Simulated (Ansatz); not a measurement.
Relaxation of GaO3H3 with RKS PBE-D4/def2-SVP.

```sh
$ ansatz run in.yaml --threads 4 --pin off --events-out ev --progress --plain --max-ram 3916MiB
```

```yaml
crystal:
  periodic: [false, false, false]
  atoms:
    - {symbol: Ga, position_ang: [-0.305830, -0.464980, 0.267850]}
    - {symbol: O, position_ang: [0.549730, 0.603440, -1.310290]}
    - {symbol: O, position_ang: [-0.893830, 0.630480, -1.064590]}
    - {symbol: O, position_ang: [-0.002540, 0.448770, 1.748280]}
    - {symbol: H, position_ang: [0.585420, 0.607420, -2.277510]}
    - {symbol: H, position_ang: [-0.087270, -1.926320, 0.011670]}
    - {symbol: H, position_ang: [0.154310, 0.101200, 2.624600]}
basis:
  gaussian: {orbitals: def2-SVP}
hamiltonian: {xc: pbe, dispersion: d4}
scf: {omitted_lower_state_checks: [starts]}
output: {orbitals: {seedname: orbitals}}
relax: {f_tol: 0.02, max_steps: 100}
```

It took 6 s on 4 threads of Arm Neoverse V1 on a shared host.

Positions (Å) and forces (eV/Å) at steps 1, 2, 3, 4, 5, 6, 7, 8 of 8:

```xyz
7
step=1 energy=-58540.3658 eV
Ga   -0.306   -0.465    0.268   -0.033   -0.469    0.930
O     0.550    0.603   -1.310    1.251    0.729   -0.246
O    -0.894    0.630   -1.065   -1.392    0.624   -0.327
O    -0.003    0.449    1.748   -0.164    1.008   -0.222
H     0.585    0.607   -2.278    0.129   -0.287   -0.509
H    -0.087   -1.926    0.012    0.052   -1.012   -0.128
H     0.154    0.101    2.625    0.156   -0.593    0.504
7
step=2 energy=-58540.5348 eV
Ga   -0.277   -0.452    0.272   -0.066   -0.556    0.442
O     0.555    0.685   -1.331    0.705    0.491   -0.573
O    -0.909    0.652   -1.067   -0.622    0.267   -0.180
O    -0.056    0.466    1.777   -0.049    0.543    0.270
H     0.599    0.548   -2.306   -0.045   -0.215    0.262
H    -0.097   -1.967    0.026    0.033   -0.250   -0.042
H     0.185    0.068    2.630    0.043   -0.279   -0.180
7
step=3 energy=-58540.4912 eV rejected
Ga   -0.280   -0.417    0.275   -0.147   -0.130   -0.074
O     0.548    0.849   -1.337    0.000   -1.306   -2.334
O    -0.946    0.693   -1.088    0.279   -0.074    0.094
O    -0.170    0.489    1.822    0.806   -0.704    1.306
H     0.640    0.357   -2.271   -0.201    1.224    2.358
H    -0.080   -1.966    0.020    0.052    0.268    0.002
H     0.288   -0.006    2.580   -0.788    0.723   -1.353
7
step=4 energy=-58540.6253 eV
Ga   -0.288   -0.439    0.284   -0.056   -0.110    0.034
O     0.561    0.771   -1.342    0.041   -0.021   -0.655
O    -0.928    0.672   -1.079    0.091   -0.011   -0.006
O    -0.111    0.494    1.805    0.100   -0.001    0.337
H     0.616    0.455   -2.285   -0.086    0.070    0.668
H    -0.084   -1.970    0.029    0.024    0.042    0.005
H     0.234    0.017    2.589   -0.115    0.031   -0.383
7
step=5 energy=-58540.6464 eV
Ga   -0.292   -0.408    0.290    0.012   -0.179   -0.031
O     0.557    0.776   -1.351    0.006   -0.030   -0.409
O    -0.928    0.703   -1.068    0.028    0.045   -0.072
O    -0.122    0.504    1.822    0.056    0.009    0.261
H     0.598    0.363   -2.250   -0.037    0.089    0.384
H    -0.039   -1.923   -0.019   -0.007    0.046    0.055
H     0.226   -0.015    2.575   -0.058    0.021   -0.188
7
step=6 energy=-58540.6552 eV
Ga   -0.276   -0.379    0.285   -0.087    0.042    0.014
O     0.550    0.809   -1.386    0.015   -0.170   -0.277
O    -0.928    0.728   -1.078    0.044   -0.049    0.047
O    -0.137    0.497    1.848    0.034   -0.007    0.043
H     0.589    0.298   -2.232   -0.010    0.170    0.261
H    -0.018   -1.894   -0.004    0.026    0.007   -0.008
H     0.221   -0.058    2.567   -0.023    0.007   -0.079
7
step=7 energy=-58540.6573 eV
Ga   -0.293   -0.376    0.288    0.009    0.014   -0.001
O     0.549    0.805   -1.385   -0.013   -0.068   -0.105
O    -0.930    0.730   -1.080    0.044   -0.023    0.003
O    -0.128    0.502    1.847   -0.007    0.008    0.032
H     0.591    0.292   -2.225   -0.019    0.074    0.101
H    -0.008   -1.885   -0.006   -0.007   -0.002    0.001
H     0.218   -0.068    2.560   -0.006   -0.004   -0.032
7
step=8 energy=-58540.6579 eV
Ga   -0.290   -0.373    0.291    0.002   -0.011    0.000
O     0.552    0.803   -1.390   -0.011   -0.006   -0.014
O    -0.924    0.729   -1.079    0.015    0.000   -0.005
O    -0.133    0.502    1.852   -0.004    0.013    0.013
H     0.586    0.295   -2.231   -0.001    0.009    0.004
H    -0.007   -1.884   -0.001   -0.001    0.002    0.003
H     0.218   -0.072    2.558    0.001   -0.008   -0.002
```

The structure holds 1 bond(s) between oxygen atoms. Another isomer (singlet) lies 4.00 eV lower at PBE0-D4/def2-TZVP; other spin states weren't run for this one.
